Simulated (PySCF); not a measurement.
Distorted geometries of Y2N2

Y2N2 (singlet). PySCF 2.14.0, RKS BP86, Y def2-SVP with ECP28, N def2-SVP; non-relativistic Hamiltonian with scalar-relativistic core potentials where named; density fitting; no spin-orbit coupling. Relaxed geometry:

```xyz
4

Y     0.0000    0.0000    1.4991
Y     0.0000    0.0000   -1.4991
N     1.3745    0.0000    0.0000
N    -1.3745    0.0000    0.0000
```

Order these distorted geometries by energy above the relaxed one, lowest first.
A.
```xyz
4

Y    -0.0528   -0.0229    1.4704
Y    -0.1106    0.0832   -1.5390
N     1.3934   -0.0484    0.0959
N    -1.2300   -0.0119   -0.0272
```
B.
```xyz
4

Y    -0.1096    0.0064    1.5317
Y     0.0454   -0.0007   -1.6347
N     1.4818   -0.0414    0.0273
N    -1.4176    0.0358    0.0757
```
C.
```xyz
4

Y     0.0271    0.0381    1.4592
Y    -0.0174    0.0063   -1.4437
N     1.3657   -0.0389   -0.0279
N    -1.3754   -0.0055    0.0124
```

C (0.11 eV), A (0.64 eV), B (0.74 eV).

Which forces (eV/Å) act in the one that lies 0.74 eV up?


```
Y    1.53 -0.05 -0.78
Y    0.24 -0.02  4.43
N   -2.49  0.08 -1.22
N    0.72 -0.01 -2.43
```
Forces carry noise of the integration grid, about 0.01 to 0.03 eV/Å.
